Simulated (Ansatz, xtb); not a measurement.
# Two isomers of C4H6O2Si

Structure a is `OC1=C[Si@@H](O)C=C1`, a singlet and structure b is `O[Si]1(O)C=CC=C1`, a singlet. Both are isolated molecules in the gas phase, relaxed with PBE-D3(BJ)/def2-SVP; the shapes shown needn't be the lowest conformers.

a (Å):

```yaml
atoms:
  - { symbol: C, position_ang: [-1.0245, 0.2993, 1.6040] }
  - { symbol: C, position_ang: [-0.0076, 0.4027, 2.5120] }
  - { symbol: C, position_ang: [-0.4096, -2.0276, 1.3415] }
  - { symbol: C, position_ang: [-1.2477, -1.0323, 0.9629] }
  - { symbol: O, position_ang: [-1.8834, 1.2619, 1.1879] }
  - { symbol: O, position_ang: [0.9285, -2.0208, 4.0805] }
  - { symbol: Si, position_ang: [0.8189, -1.2706, 2.5738] }
  - { symbol: H, position_ang: [-1.6578, 2.0911, 1.6521] }
  - { symbol: H, position_ang: [0.2408, 1.3442, 3.0235] }
  - { symbol: H, position_ang: [2.2329, -1.3052, 2.0750] }
  - { symbol: H, position_ang: [0.0915, -2.0231, 4.5776] }
  - { symbol: H, position_ang: [-0.4804, -3.0446, 0.9284] }
  - { symbol: H, position_ang: [-2.0652, -1.1204, 0.2265] }
```

b (Å):

| atom | x (Å) | y (Å) | z (Å) |
| --- | --- | --- | --- |
| C | 0.8118 | -0.0201 | 2.5903 |
| C | 0.8209 | -1.2291 | 3.2112 |
| C | -0.2857 | -2.1774 | 2.8846 |
| C | -1.2241 | -1.7601 | 1.9943 |
| O | -0.4588 | -0.0085 | -0.1738 |
| O | -1.7100 | 1.2427 | 1.9585 |
| Si | -0.7095 | -0.0262 | 1.4898 |
| H | -0.0027 | 0.7876 | -0.4994 |
| H | -2.6076 | 1.2017 | 1.5835 |
| H | 1.5761 | 0.7467 | 2.7797 |
| H | 1.5925 | -1.5367 | 3.9387 |
| H | -0.2993 | -3.1709 | 3.3662 |
| H | -2.0654 | -2.3948 | 1.6821 |

Quicker runs give these differences E(b) − E(a): GFN2-xTB −18.1 kcal/mol; HF/STO-3G −11.1 kcal/mol (at GFN2-xTB geometries); r2SCAN-D4/def2-SVP −26.6 kcal/mol (at GFN2-xTB geometries).

Question: Estimate E(b) − E(a) at the level CCSD(T)/def2-SVP + ΔMP2/def2-TZVPP.

Answer: Calculated at CCSD(T)/def2-SVP + ΔMP2/def2-TZVPP: E(b) − E(a) = −33.8 kcal/mol, so structure b lies lower.

The same difference at several levels:

```csv
level,geometry,E(b) − E(a) (kcal/mol),departure from the last row (kcal/mol),"job, with rough time for the two"
GFN2-xTB,GFN2-xTB,−18.1,+15.7,"optimisation, 0.16 s"
HF/STO-3G,GFN2-xTB,−11.1,+22.7,"single point, 0.4 s"
r2SCAN-D4/def2-SVP,GFN2-xTB,−26.6,+7.2,"single point, 2.9 s"
PBE-D3(BJ)/def2-SVP,PBE-D3(BJ)/def2-SVP,−24.3,+9.5,"optimisation, 21 s"
HF/def2-SVP,PBE-D3(BJ)/def2-SVP,−29.5,+4.3,part of the CCSD(T) run
MP2/def2-SVP,PBE-D3(BJ)/def2-SVP,−29.9,+3.9,part of the CCSD(T) run
CCSD(T)/def2-SVP,PBE-D3(BJ)/def2-SVP,−29.1,+4.7,single point
CCSD(T)/def2-SVP + ΔMP2/def2-TZVPP,PBE-D3(BJ)/def2-SVP,−33.8,,"single point, 47 s"
```

As drawn, b has 1 O–Si, 1 C–H in place of 1 C–O, 1 Si–H.

None of the levels shown reverses the order. The largest departure from CCSD(T)/def2-SVP + ΔMP2/def2-TZVPP is that of HF/STO-3G, 22.7 kcal/mol. The last row adds to CCSD(T) the change of the MP2 difference between the two basis sets, here −4.7 kcal/mol, a large step that makes the value less sure.

With thermal terms from frequencies at re-optimised GFN2-xTB minima (ideal gas, soft modes damped towards free rotors, one conformer each, 298.15 K, 1 atm): on the last row, ΔE + ΔZPE = −32.9, ΔH = −32.6, ΔG = −32.9 kcal/mol.

The correlated steps freeze 11 core orbitals. Mirror images aren't counted in ΔG. Codes used: Ansatz 0.2.0, xtb 6.7.1; the last row on 2 threads of Intel(R) Xeon(R) 6975P-C (Granite Rapids) on a shared host.
